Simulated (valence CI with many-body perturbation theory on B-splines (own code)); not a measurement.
Values are calculated unless marked as measured or tabulated.
# Sn XXXVIII in three bases

Method: configuration interaction combined with many-body perturbation theory (CI+MBPT): three valence electrons over a frozen Dirac-Fock core [Ne], radial functions for each j: 9 s, 9 p, 8 d, 6 f, 3 g, 1 h, with the one-electron correlation potential Σ1 (screened to all orders), the two-electron term Σ2, the three-electron term Σ3, Breit, model QED; selected single and double excitations, second order for the rest, scaled by the run's own slope (own B-spline code, finite nucleus).

No measured spectrum was set against this ion. As an estimate, large intervals hold to a few tenths of a per cent, small ones and those within an open d or f shell to about a per cent.

The reference run has the lowest level (3s^2 3p1/2) J=1/2 and an ionisation energy of 2524.01 eV. Its largest variational space holds 8777 state functions.

Levels are named by their leading jj configuration (3d3/2^4 stands for four electrons in 3d with j = 3/2), which in mixed levels can hold well under half, so a name can repeat and another be missing. Letters in brackets count levels of one name in rising energy.

Changed runs:
A. basis 6 s, 6 p, 5 d, 3 f, 1 g
B. basis 5 s, 5 p, 4 d, 2 f

Excitation energies of the reference run in cm⁻¹, and shifts in cm⁻¹:

| Level | Reference | A | B |
| --- | --- | --- | --- |
| (3s^2 3p3/2) J=3/2 | 464420 | -14 | -32 |
| (3s 3p1/2^2) J=1/2 | 722400 | -44 | -151 |
| (3s 3p1/2 3p3/2) J=3/2 [a] | 1067760 | -139 | -431 |
| (3s 3p1/2 3p3/2) J=5/2 | 1146740 | -49 | -149 |
| (3s 3p1/2 3p3/2) J=3/2 [b] | 1260380 | +29 | +89 |
| (3s 3p1/2 3p3/2) J=1/2 | 1328140 | +88 | +298 |
| (3s 3p3/2^2) J=5/2 | 1542410 | -56 | -218 |
| (3s^2 3d3/2) J=3/2 | 1594210 | +263 | +828 |
| (3s^2 3d5/2) J=5/2 | 1741330 | +282 | +949 |
| (3s 3p3/2^2) J=1/2 | 1796030 | +139 | +444 |
| (3s 3p3/2^2) J=3/2 | 1835340 | +143 | +518 |
| (3p1/2^2 3p3/2) J=3/2 | 2008530 | -14 | -71 |
| Ionisation energy (eV) | 2524.01 | -0.017 | -0.05 |
